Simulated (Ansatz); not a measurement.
## Ansatz (development build ahead of 0.2.0) run

```yaml
crystal:
  periodic: [false, false, false]
  atoms:
    - { symbol: H, position_ang: [-0.0076, 0.00553, -0.37703] }
    - { symbol: H, position_ang: [0.00867, -0.00192, 0.38504] }
basis:
  gaussian: { orbitals: cc-pVTZ }
hamiltonian:
  xc: hf
correlation:
  method: mp2
  frozen_orbitals: { H: 0 }
```

The input is written out in the form of the current development build from the run's settings.

Results

```yaml
Converged: yes
Reference_energy: -1.13246 hartree
Correlation_energy: -0.03176 hartree
Total_energy: -1.16423 hartree
Spin_squared_of_the_determinant: 0.000
```
